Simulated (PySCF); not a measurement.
`InChI=1S/C4H6OSi/c6-4-2-1-3-5-4/h1-3H,6H3`

Geometry (Å), atoms numbered from 1 in this order:
```xyz
12

Si    2.140    0.074   -0.206
C     0.276    0.008   -0.046
C    -0.580    0.042    1.023
C    -1.890   -0.045    0.502
C    -1.743   -0.125   -0.849
O    -0.448   -0.094   -1.188
H     2.514    1.238   -1.012
H     2.613   -1.148   -0.860
H     2.687    0.183    1.146
H    -0.300    0.119    2.054
H    -2.810   -0.047    1.052
H    -2.460   -0.204   -1.642
```

Level of theory: TDDFT PBE0/aug-cc-pVDZ excited states, vertical, gas phase in PySCF 2.14.0. Geometry: GFN2-xTB.

(1) Give the one- and two-photon strengths of the lowest singlets.

## Answers

(1) δ for parallel linear polarisation; σ at the peak of a Lorentzian of half width 0.1 eV, single beam; Ω is circular over linear.
```csv
state,E (eV),f,photon λ (nm),δ (au),σ (GM),Ω,main
S1,5.67,0.002,437,76.1,0.90,1.50,HOMO→LUMO+1 0.95
S2,5.79,0.317,429,37.2,0.46,1.27,HOMO→LUMO 0.96
S3,6.16,0.005,403,103,1.43,1.50,HOMO→LUMO+2 0.84
S4,6.34,0.014,391,7.65,0.11,1.50,"HOMO→LUMO+3 0.44, HOMO→LUMO+4 0.38"
S5,6.37,0.002,389,17.4,0.26,1.50,"HOMO→LUMO+4 0.52, HOMO→LUMO+3 0.45"
```

Among these, the strongest one-photon state is S2, the strongest two-photon state S3, with a dipole change of 0.1 D (relaxed, norm of the difference vector).
